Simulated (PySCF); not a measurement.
## Exercise with solution: dipole moment from atomic charges

MoO₂FBr, SMILES [O]=[Mo](=[O])([F])[Br], multiplicity 1. Atoms are numbered in the order given.

```xyz
5

Mo     0.0447     0.6833     0.0000
O      0.9009     1.1985    -1.3426
O      0.9009     1.1985     1.3426
F     -1.6503     1.4171     0.0000
Br    -0.0411    -1.7322     0.0000
```

The structure is a stationary point at B3LYP-D3(BJ)/def2-SVP. The spin state was assumed, not searched. The structure was generated by enumeration; whether it is a known compound was not checked. The def2 effective core potentials stand for the cores of Mo; spin–orbit coupling is left out.

Charges (e) from CAM-B3LYP/def2-TZVP (PySCF):

```
atom  Mulliken  ESP fit
----  --------  -------
Mo1      1.710    0.948
O2      -0.494   -0.307
O3      -0.494   -0.307
F4      -0.447   -0.223
Br5     -0.274   -0.111
```

The dipole moment of the full density is 1.28 D.

### Question
What dipole moment does each set of point charges give, and which comes closer to that of the density?

### Answer

μ = Σ q r, and 1 e Å = 4.8032 D.
Mulliken: Σ q r = (-0.065, -0.174, 0.000) e Å, |μ| = 0.89 D.
ESP fit: Σ q r = (-0.138, -0.212, 0.000) e Å, |μ| = 1.21 D.
ESP fit comes closer in size. Point charges leave out the atoms' own dipoles (lone pairs, polarised bonds); fits to the potential absorb them, partitions of the density don't.
